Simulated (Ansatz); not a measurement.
Ga₃N₃H₁₂, a cluster cut from wurtzite GaN (hydrogen-capped). Charge 0, multiplicity 3. Geometry PBE0-D4/def2-SVP, that of the neutral singlet; atoms count from 1.

```
atom   x (Å)   y (Å)   z (Å)
  N1  -0.896  -1.584   0.091
 Ga2   1.068  -1.710  -0.311
  N3   1.754  -0.002   0.493
 Ga4  -1.974  -0.001  -0.515
  N5  -0.954   1.521   0.309
 Ga6   1.003   1.776  -0.064
  H7  -1.318  -2.390  -0.375
  H8  -1.063  -1.762   1.083
  H9   1.634  -2.886   0.583
 H10   1.250  -1.621  -1.866
 H11   1.766  -0.074   1.512
 H12   2.745   0.034   0.240
 H13  -3.357  -0.080   0.248
 H14  -1.834   0.111  -2.073
 H15  -1.126   1.553   1.316
 H16  -1.407   2.369  -0.042
 H17   1.185   1.914  -1.616
 H18   1.526   2.834   0.988
```

At PBE0-D4/def2-TZVP a singlet of charge 0 lies 6.44 eV below the triplet at the same geometry.

(1) Estimate the Mulliken populations from the PBE0/def2-TZVP orbitals of Ansatz.

(2) Where does the spin sit?

(3) And the Mayer bond orders between bonded heavy atoms (over 0.3)?

Answers

(1) 
| atom | charge (e) | spin (α − β) |
| --- | --- | --- |
| N1 | 0.04 | -0.16 |
| Ga2 | -0.08 | 0.51 |
| N3 | -0.55 | 0.01 |
| Ga4 | -0.08 | 0.51 |
| N5 | -0.55 | 0.01 |
| Ga6 | 0.23 | 0.01 |
| H7 | 0.09 | 0.21 |
| H8 | -0.01 | 0.32 |
| H9 | 0.06 | 0.28 |
| H10 | -0.04 | 0.00 |
| H11 | 0.25 | 0.01 |
| H12 | 0.27 | 0.00 |
| H13 | 0.06 | 0.28 |
| H14 | -0.04 | 0.00 |
| H15 | 0.25 | 0.01 |
| H16 | 0.27 | 0.00 |
| H17 | -0.07 | 0.00 |
| H18 | -0.10 | 0.00 |
Mulliken values and Mayer orders depend strongly on the basis.

(2) Summed by element: N -0.15, Ga 1.03, H 1.11, of 2 unpaired in all. Largest on single atoms: Ga2 0.51, Ga4 0.51, H8 0.32.

(3) Ga2–N3 0.69 (2.01 Å); N3–Ga6 0.65 (2.01 Å); Ga4–N5 0.69 (2.01 Å); N5–Ga6 0.65 (2.01 Å). Values over 0.3 also appear between atoms too far apart for a bond (Ga2–Ga4 0.41 at 3.50 Å); they arise where an orbital or an unpaired electron spreads over both atoms.
